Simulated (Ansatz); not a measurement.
Be(Me)(NMe2) (C3H9BeN), SMILES [CH3][Be][N](C)C.

The structure is a stationary point at ωB97X-D3(BJ)/def2-SVP. The structure was generated by enumeration; whether it is a known compound was not checked. One conformer was computed; it need not be the lowest.

Two levels are set side by side: PBE/def2-SVPD (Ansatz, a quantum-chemistry and plane-wave program) and PBE0/def2-SVPD (Ansatz). Energy differences of separate SCF runs at the same geometry; the states with an electron removed or added have multiplicity 2 and 2. Differences are taken from unrounded values.

```csv
quantity,PBE0,PBE,PBE minus PBE0
vertical ionisation energy (eV),8.24,8.21,-0.03
vertical singlet–triplet gap (eV),4.97,4.81,-0.16
```
